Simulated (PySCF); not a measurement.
**Exercise with solution: oscillator strength and radiative lifetime**

cyclopentene (C5H8), SMILES C1=CCCC1.

Geometry optimised at B3LYP-D3(BJ)/def2-SVP. One conformer was computed; it need not be the lowest.

TDDFT-PBE/def2-SVPD (PySCF 2.14.0) puts the first singlet state with f over 0.02 at 6.48 eV (vertical), with the transition dipole (0.000, 0.000, 1.015) in atomic units.

Q: Find the oscillator strength, the wavelength and the radiative lifetime that this transition would have in vacuum if emission retraced absorption.

A: 
|μ|² = 1.0302 au, so |μ| = 2.58 D. ΔE = 6.48/27.211 = 0.2381 hartree. f = (2/3) ΔE |μ|² = 0.164 (the program prints 0.164).
λ = 1239.84/6.48 = 191 nm; ν = 52265 cm⁻¹.
Einstein's coefficient A = 0.6670 ν² f s⁻¹ (ν in cm⁻¹) = 3.0e8 s⁻¹, so τ = 1/A = 3.4 ns. This state is S2; the lower singlet has f = 0.002. The figure is the radiative limit of this one transition; relaxation, internal conversion, crossing to triplets and a medium change what is measured.
